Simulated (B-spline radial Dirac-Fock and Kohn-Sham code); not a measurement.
## X-ray form factors of nickel in several charge states

Calculated with a radial atomic solver, using configuration-average Dirac-Fock orbitals.

Configurations: Ni¹⁴⁺ [Ne] 3s2 3p2; Ni¹⁵⁺ [Ne] 3s2 3p1; Ni¹⁶⁺ [Ne] 3s2; Ni¹⁸⁺ [He] 2s2 2p6; Ni¹⁹⁺ [He] 2s2 2p5; Ni²⁰⁺ [He] 2s2 2p4. The first column is f₀ of Ni¹⁴⁺, the others are differences from it.

```csv
s (Å⁻¹),Ni¹⁴⁺,Δ Ni¹⁵⁺,Δ Ni¹⁶⁺,Δ Ni¹⁸⁺,Δ Ni¹⁹⁺,Δ Ni²⁰⁺
0,14.000,-1.000,-2.000,-4.000,-5.000,-6.000
0.05,13.958,-0.991,-1.982,-3.966,-4.965,-5.964
0.1,13.832,-0.964,-1.930,-3.867,-4.862,-5.857
0.15,13.629,-0.921,-1.846,-3.706,-4.695,-5.684
0.2,13.354,-0.863,-1.734,-3.490,-4.471,-5.452
0.25,13.017,-0.794,-1.599,-3.229,-4.199,-5.170
0.3,12.630,-0.715,-1.446,-2.934,-3.890,-4.850
0.35,12.205,-0.632,-1.283,-2.615,-3.556,-4.501
0.4,11.754,-0.546,-1.114,-2.284,-3.208,-4.137
0.45,11.288,-0.461,-0.946,-1.952,-2.858,-3.769
0.5,10.818,-0.380,-0.784,-1.630,-2.514,-3.406
0.6,9.903,-0.235,-0.494,-1.043,-1.882,-2.730
0.7,9.062,-0.122,-0.265,-0.570,-1.358,-2.158
0.8,8.323,-0.044,-0.104,-0.228,-0.962,-1.711
0.9,7.687,+0.002,-0.005,-0.012,-0.690,-1.385
1,7.144,+0.024,+0.043,+0.098,-0.522,-1.163
1.1,6.673,+0.028,+0.055,+0.131,-0.434,-1.019
1.2,6.255,+0.022,+0.045,+0.112,-0.397,-0.929
1.4,5.514,-0.003,-0.003,+0.009,-0.397,-0.826
1.6,4.838,-0.024,-0.048,-0.092,-0.407,-0.746
```
